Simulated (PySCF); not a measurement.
H₃Al, singlet, at a GFN2-xTB geometry (such geometries of metal compounds can be far from the true shape). Base run: MP2/6-31G* in PySCF.

The PySCF input:
```python
from pyscf import gto, scf, mp

mol = gto.Mole()
mol.atom = '''
    Al   -0.00000000   -0.00000000   -0.00000000
    H     0.64279377   -0.45514932    1.33855567
    H    -0.27575805    1.50677855   -0.25622634
    H    -0.36703572   -1.05162922   -1.08232933
'''
mol.basis = '6-31g*'
mol.verbose = 4
mol.build()

mf = scf.RHF(mol)
mf.kernel()

pt = mp.MP2(mf, frozen=5)
pt.kernel()
print('E(MP2) = %.10f' % pt.e_tot)
mf.analyze()
```

Variants of this job, named by their change:

```csv
change,basis functions,E (Eh),MP2 correlation (Eh),SCF-reference HOMO (eV),SCF-reference HOMO-LUMO gap (eV)
base,24,-243.66720,-0.05254,-11.78,12.72
basis = STO-3G,12,-240.75489,-0.03435,-9.28,18.16
basis = cc-pVDZ,33,-243.70777,-0.07691,-11.77,12.72
basis = 6-31G**,33,-243.68899,-0.07135,-11.76,12.71
basis = pcseg-1,33,-243.67996,-0.06951,-11.80,12.55
basis = def2-SVPD,…,…,…,-11.81,…
"basis = 6-311+G(2d,p)",53,-243.72021,-0.08040,-11.82,12.37
basis = aug-cc-pVDZ,54,-243.71244,-0.08074,-11.79,12.19
basis = cc-pVTZ,76,-243.73758,-0.09397,-11.82,12.72
basis = pc-2,76,…,…,-11.81,12.53
basis = cc-pV(T+d)Z,…,…,…,-11.83,…
basis = aug-cc-pVTZ,…,…,…,-11.82,…
basis = cc-pVQZ,149,-243.74768,-0.10016,-11.83,12.53
```

**Question.** Some entries are withheld; supply them.

**Answer.** 
- basis = def2-SVPD, basis functions: 48
- basis = def2-SVPD, E (Eh): -243.63804
- basis = def2-SVPD, MP2 correlation (Eh): -0.08080
- basis = def2-SVPD, SCF-reference HOMO-LUMO gap (eV): 12.89
- basis = pc-2, E (Eh): -243.73061
- basis = pc-2, MP2 correlation (Eh): -0.09188
- basis = cc-pV(T+d)Z, basis functions: 81
- basis = cc-pV(T+d)Z, E (Eh): -243.73942
- basis = cc-pV(T+d)Z, MP2 correlation (Eh): -0.09393
- basis = cc-pV(T+d)Z, SCF-reference HOMO-LUMO gap (eV): 12.73
- basis = aug-cc-pVTZ, basis functions: 119
- basis = aug-cc-pVTZ, E (Eh): -243.73973
- basis = aug-cc-pVTZ, MP2 correlation (Eh): -0.09592
- basis = aug-cc-pVTZ, SCF-reference HOMO-LUMO gap (eV): 12.22

Totals compare only among sets that treat the same electrons; sets with core potentials leave the core out.
